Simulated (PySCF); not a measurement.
Ga(F)(NH2)2 (FGaH4N2), SMILES [NH2][Ga]([NH2])[F]. Atoms are numbered in the order given.

```xyz
8

Ga     0.0000     0.0000    -0.0134
F      0.0000     0.0000     1.7439
N     -1.6205    -0.0497    -0.8008
H     -1.7616     0.1705    -1.7781
H     -2.4593     0.1070    -0.2560
N      1.6205     0.0497    -0.8008
H      1.7616    -0.1705    -1.7781
H      2.4593    -0.1070    -0.2560
```
Charge 0, spin multiplicity 1.

The structure is a stationary point at PBE0-D3(BJ)/def2-SVP. The structure was generated by enumeration; whether it is a known compound was not checked. The values are those of a single conformer.

Level of theory: PBE/def2-TZVP (PySCF).

Isolated molecule, no solvent.

Computed frontier levels, gap, dipole moment and polarisability:
```yaml
highest_occupied_level: -5.85 eV
lowest_empty_level: -1.20 eV
orbital_gap: 4.66 eV
dipole_moment: 2.80 D
quadrupole, principal values (traceless, Buckingham form, about the centre of nuclear charge): -4.87, -3.31, 8.18 D·Å
mean_static_polarisability: 41.9 bohr³ (6.21 Å³)
polarisability_principal_values: 33.8, 40.9, 51.1 bohr³
```
